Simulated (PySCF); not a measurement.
**Mayer bond orders and bond lengths**

Compound: C6H12OSi.
Numbering: `[CH3:1][CH2:2][O:3][SiH:4]1[CH2:5][CH:6]=[CH:7][CH2:8]1` (hydrogens: H9, H10, H11 on C1; H12, H13 on C2; H14 on Si4; H15, H16 on C5; H17 on C6; H18 on C7; H19, H20 on C8)

Geometry (GFN2-xTB, Å), atoms numbered from 1 in this order:
```xyz
20
C6H12OSi angstrom
C      3.264    0.627    0.531
C      2.253   -0.333   -0.076
O      0.988   -0.093    0.480
Si    -0.426   -0.792    0.101
C     -1.749   -0.011    1.211
C     -2.776    0.490    0.243
C     -2.550    0.384   -1.055
C     -1.266   -0.238   -1.522
H      2.953    1.652    0.349
H      3.327    0.471    1.604
H      4.243    0.466    0.088
H      2.208   -0.201   -1.163
H      2.541   -1.372    0.125
H     -0.332   -2.257    0.174
H     -2.206   -0.724    1.897
H     -1.377    0.813    1.820
H     -3.678    0.937    0.637
H     -3.253    0.735   -1.797
H     -0.688    0.503   -2.081
H     -1.483   -1.047   -2.221
```

Bond orders from the PBE0/pcSseg-1 density (PySCF). Isolated species at its GFN2-xTB geometry (one conformer only).

**Question.** How far do the computed orders between heavy atoms stray from the drawn ones?

**Answer.** The largest departure is 0.138, at C8–Si4 (drawn single, 0.862). Drawn single, order below 0.88: C2–O3 (0.877) and C8–Si4 (0.862).

**Question.** Set the Mayer orders of the bonds beside their lengths.

**Answer.** 
| bond | drawn as | length (Å) | Mayer order |
| --- | --- | --- | --- |
| C1–C2 | single | 1.521 | 1.069 |
| C2–O3 | single | 1.403 | 0.877 |
| O3–Si4 | single | 1.622 | 1.009 |
| Si4–C5 | single | 1.896 | 0.891 |
| C5–C6 | single | 1.497 | 1.045 |
| C6–C7 | double | 1.321 | 1.909 |
| C7–C8 | single | 1.501 | 1.045 |
| C8–Si4 | single | 1.910 | 0.862 |
| C1–H9 | single | 1.087 | 0.966 |
| C1–H10 | single | 1.086 | 0.966 |
| C1–H11 | single | 1.087 | 0.959 |
| C2–H12 | single | 1.096 | 0.947 |
| C2–H13 | single | 1.097 | 0.948 |
| Si4–H14 | single | 1.470 | 0.918 |
| C5–H15 | single | 1.090 | 0.936 |
| C5–H16 | single | 1.091 | 0.932 |
| C6–H17 | single | 1.081 | 0.970 |
| C7–H18 | single | 1.081 | 0.970 |
| C8–H19 | single | 1.093 | 0.932 |
| C8–H20 | single | 1.091 | 0.937 |

By pair of heavy elements: C–C: lowest C5–C6 and C7–C8 (1.045, 1.497 Å), highest C6–C7 (1.909, 1.321 Å); in 2 of the 6 pairs the longer bond (by over 0.003 Å) has the higher order (by 0.02 or more). C–Si: lowest C8–Si4 (0.862, 1.910 Å), highest Si4–C5 (0.891, 1.896 Å). Bonds named together lie within 0.004.

**Question.** Sum the orders of all bonds at each heavy atom with more than one neighbour and set the sums beside the valence in the SMILES.

**Answer.** C1 3.960 (drawn 4), C2 3.841 (drawn 4), O3 1.886 (drawn 2), Si4 3.680 (drawn 4), C5 3.804 (drawn 4), C6 3.924 (drawn 4), C7 3.924 (drawn 4), C8 3.776 (drawn 4). Orders between atoms that aren't bonded are not in these sums.

The Mayer order sums products of elements of PS (density times overlap matrix) between the two atoms' basis functions, so it depends on the basis set.
